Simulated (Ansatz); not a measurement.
C4H8Cl3NSn⁻, that is SnCl3(pyrrolidide) with one electron more. The state is a doublet with charge -1. Geometry PBE-D4/def2-SVP, that of the neutral singlet; atoms count from 1.

```xyz
17

Sn   -1.684    0.184   -1.441
Cl   -2.890   -1.387   -0.113
Cl   -2.944    2.172   -1.498
Cl   -1.460   -0.742   -3.595
N     0.212    0.672   -0.782
C     1.132   -0.477   -0.685
C     0.933   -1.086    0.725
C     0.341    0.082    1.566
C     0.249    1.262    0.568
H     2.164   -0.070   -0.790
H     0.984   -1.188   -1.523
H     1.882   -1.477    1.141
H     0.219   -1.933    0.680
H    -0.666   -0.183    1.944
H     0.966    0.336    2.446
H    -0.608    1.946    0.737
H     1.170    1.888    0.619
```

In the def2 sets Sn takes a core potential; there is no spin–orbit coupling. The highest occupied level of the charge -1 doublet lies above zero (up to 0.31 eV). By energy differences its removal costs 1.34 eV (vertical, to the charge 0 singlet, at PBE0-D4/def2-TZVP); self-interaction error and the lack of diffuse functions both raise the level.

Question: Estimate the Mulliken populations from the PBE0/def2-TZVP orbitals of Ansatz.

Answer: 
```csv
atom,charge (e),spin (α − β)
Sn1,0.84,0.50
Cl2,-0.51,0.12
Cl3,-0.49,0.11
Cl4,-0.49,0.11
N5,-0.37,0.12
C6,-0.14,0.01
C7,-0.19,0.00
C8,-0.19,0.00
C9,-0.14,0.01
H10,0.05,0.01
H11,0.11,0.01
H12,0.06,0.00
H13,0.11,0.00
H14,0.11,0.00
H15,0.06,0.00
H16,0.11,0.01
H17,0.05,0.01
```
Mulliken values and Mayer orders depend strongly on the basis.

Question: Where does the spin sit?

Answer: Summed by element: Sn 0.50, Cl 0.34, N 0.12, C 0.01, H 0.03, of 1 unpaired in all. Largest on single atoms: Sn1 0.50, N5 0.12, Cl2 0.12.

Question: And the Mayer bond orders between bonded heavy atoms (over 0.3)?

Answer: Sn1–Cl2 0.69 (2.38 Å); Sn1–Cl3 0.74 (2.35 Å); Sn1–Cl4 0.75 (2.35 Å); Sn1–N5 0.75 (2.07 Å); N5–C6 1.01 (1.47 Å); N5–C9 1.01 (1.47 Å); C6–C7 1.04 (1.55 Å); C7–C8 1.04 (1.56 Å); C8–C9 1.04 (1.55 Å).
